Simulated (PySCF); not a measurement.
CH₅S, SMILES C[SH2+], charge +1.

Coordinates come from a B3LYP-D3(BJ)/def2-TZVP optimisation. The isomer is the one that the SMILES or the coordinates give; other isomers of the formula were not compared.

Two levels are set side by side: TDDFT-PBE/def2-TZVPD (PySCF) and ADC(2)/aug-cc-pVDZ (PySCF). Vertical, same geometry; the bases differ. Differences are taken from unrounded values.

```
quantity                        ADC(2)  TDDFT-PBE  TDDFT-PBE minus ADC(2)
------------------------------  ------  ---------  ----------------------
lowest singlet excitation (eV)    9.02       8.02                   -1.00
```

A lower first singlet is the usual sign of a functional without exact exchange. Differences between two approximate levels are no errors against the true value.

Rough cost on one machine, each run with all the roots and properties that it gave: ADC(2) against TDDFT-PBE about 5 times.
